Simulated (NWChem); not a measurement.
System: SiH₄SO₃; SMILES O[Si](O)(O)S

```xyz
9

O     -1.3795     0.6963    -0.8383
Si    -0.0035     0.3500     0.0002
O      1.4115     0.8674    -0.6768
O     -0.1371     1.1559     1.4323
S      0.1017    -1.7774     0.0989
H     -1.7658     1.5536    -0.6289
H      1.7090     0.3886    -1.4564
H      0.6723     1.2624     1.9407
H     -1.2412    -1.9173     0.0981
```
Atoms are numbered in this order, from 1.

Computed with NWChem. Pople sets run with spherical d functions. Structure relaxed at the PBE0/def2-SVP level. Atomic charges in e: unrestrained fits to the electrostatic potential beside Mulliken populations; buried atoms are poorly determined by the fit.

Task: What does the run give for Hartree-Fock/6-31G*? Quantities: ESP O1; Mulliken O1; ESP Si2; Mulliken Si2; ESP O3; Mulliken O3; ESP O4; Mulliken O4; ESP S5; Mulliken S5; relative RMS misfit of the potential (%).

Result: 
```yaml
ESP O1: -0.89
Mulliken O1: -0.88
ESP Si2: 1.40
Mulliken Si2: 1.47
ESP O3: -0.80
Mulliken O3: -0.88
ESP O4: -0.86
Mulliken O4: -0.88
ESP S5: -0.51
Mulliken S5: -0.42
relative RMS misfit of the potential (%): 27
```
